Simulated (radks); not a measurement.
Results of a calculation; reference values are marked as such.
Species: Ta. Configuration: [Xe] 4f14 5d3 6s2 (the NIST ground configuration). Level of theory: Dirac Kohn-Sham, Slater X-alpha with alpha = 0.834, spin-unpolarised, spherical densities, point nucleus; open shells fill j = l - 1/2 first (a radial shooting solver on a logarithmic mesh with Libxc functionals).

Unscreened Slater integrals over Kohn-Sham orbitals (eV). Large and small components are both included. Empty in this configuration: 5d5/2.

integral,value
"F0(5d3/2,5d3/2)",11.808
"F2(5d3/2,5d3/2)",5.8536
"F0(5d3/2,6s1/2)",8.8063
"G2(5d3/2,6s1/2)",2.6250
"F0(5d3/2,4f7/2)",15.745
"F2(5d3/2,4f7/2)",3.3901
"G3(5d3/2,4f7/2)",1.1426
"G5(5d3/2,4f7/2)",0.87788
"F0(5d3/2,4f5/2)",15.768
"F2(5d3/2,4f5/2)",3.3351
"G1(5d3/2,4f5/2)",1.3092
"G3(5d3/2,4f5/2)",1.1038
"F0(5d3/2,5d5/2)",11.537
"F2(5d3/2,5d5/2)",5.6984
"G2(5d3/2,5d5/2)",5.6926
"G4(5d3/2,5d5/2)",3.6668
"F0(6s1/2,6s1/2)",7.5963
"F0(6s1/2,4f7/2)",10.025
"G3(6s1/2,4f7/2)",0.27384
"F0(6s1/2,4f5/2)",10.033
"G3(6s1/2,4f5/2)",0.26806
"F0(6s1/2,5d5/2)",8.7021
"G2(6s1/2,5d5/2)",2.7815
"F0(4f7/2,4f7/2)",39.854
"F2(4f7/2,4f7/2)",19.124
"F4(4f7/2,4f7/2)",12.036
"F6(4f7/2,4f7/2)",8.6698
"F0(4f7/2,4f5/2)",40.166
"F2(4f7/2,4f5/2)",19.281
"F4(4f7/2,4f5/2)",12.137
"G2(4f7/2,4f5/2)",19.210
"G4(4f7/2,4f5/2)",12.094
"G6(4f7/2,4f5/2)",8.7129
"F0(4f7/2,5d5/2)",15.134
"F2(4f7/2,5d5/2)",3.1195
"F4(4f7/2,5d5/2)",1.4207
"G1(4f7/2,5d5/2)",1.2131
"G3(4f7/2,5d5/2)",1.0222
"G5(4f7/2,5d5/2)",0.78754
"F0(4f5/2,4f5/2)",40.484
"F2(4f5/2,4f5/2)",19.445
"F4(4f5/2,4f5/2)",12.243
"F0(4f5/2,5d5/2)",15.154
"F2(4f5/2,5d5/2)",3.0676
"F4(4f5/2,5d5/2)",1.3866
"G1(4f5/2,5d5/2)",1.1564
"G3(4f5/2,5d5/2)",0.98505
"G5(4f5/2,5d5/2)",0.76126
"F0(5d5/2,5d5/2)",11.282
"F2(5d5/2,5d5/2)",5.5634
"F4(5d5/2,5d5/2)",3.5785
